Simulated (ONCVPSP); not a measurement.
# vanadium: one change to an ONCV potential, before and after

* Element: vanadium
* Generator: ONCVPSP 4.0.1
* Type: optimised norm-conserving Vanderbilt (ONCV)
* Functional: PBE
* Relativity: scalar-relativistic
* Frozen core: [Ne]
* Valence charge: 13
* Reference configuration: 3s2 3p6 3d3 4s1 (charge +1)
* Partial waves: 3s+4s: rc 1.85 bohr, ncon 4, nbas 9, qcut 7.1 1/bohr, 2 projectors; 3p: rc 1.00 bohr, ncon 4, nbas 7, qcut 9 1/bohr, 2 projectors, debl 3 Ha; 3d: rc 1.20 bohr, ncon 4, nbas 9, qcut 13.9 1/bohr, 2 projectors, debl 0.6 Ha
* Local potential: polynomial inside 0.70 bohr (lpopt 3, dvloc0 3 Ha)
* Core correction: Teter function fitted to the true core (icmod 2), fcfact 0.65

Change: s: qcut 8.1; p: qcut 10.2; d: qcut 15.8.

Cutoffs: the cutoffs (Ha) at which the residual kinetic energy of the hardest occupied pseudo-wave falls to 1 and 0.1 mHa per electron; they do not see the model core or the augmentation charge, which bear on the density cutoff. Errors are all-electron minus pseudo energies relative to the spin-unpolarised reference configuration.

Question: How do hardness, ghosts and transferability respond?

Answer: The potential gets neither clearly harder nor softer (64 Ha and 116 Ha → 73 Ha and 86 Ha); the d channel sets the loose cutoff, while the largest relative change is in s, which becomes harder; of the 4 tests that both files solve, the error grows in 0 and shrinks in 1 by more than 15 % and 0.3 meV (median size 3.0 → 1.9 meV); neither file shows a bound ghost.

```csv
quantity,base,changed
"cutoff, loose",64 Ha,73 Ha
"cutoff, tight",116 Ha,86 Ha
loose cutoff by channel,"s 8.7 Ha, p 35 Ha, d 64 Ha","s 14 Ha, p 40 Ha, d 73 Ha"
bound ghosts,none,none
GHOST(+) flags under 300 eV,none,none
"error for 3s2 3p6 3d3 4s2, meV [ΔE -7.74 eV]",+0.7,+0.8
"error for 3s2 3p6 3d3 4s0, meV [ΔE 14.30 eV]",-1.3,-1.1
"error for 3s2 3p6 3d2 4s0, meV [ΔE 43.19 eV]",+4.6,+2.7
"error for 3s1 3p6 3d3 4s2, meV [ΔE 69.69 eV]",-272,-233
s: phases at 1.88 bohr within 0.05 rad from the reference energy up to (Ha; the scan ends near 5),4.5,4.9
p: phases at 1.01 bohr within 0.05 rad from the reference energy up to (Ha; the scan ends near 5),to the end of the scan,to the end of the scan
d: phases at 1.22 bohr within 0.05 rad from the reference energy up to (Ha; the scan ends near 5),to the end of the scan,to the end of the scan
"rms error of d²Exc/dni dnj with the model core, mHa",1.46,1.39
```
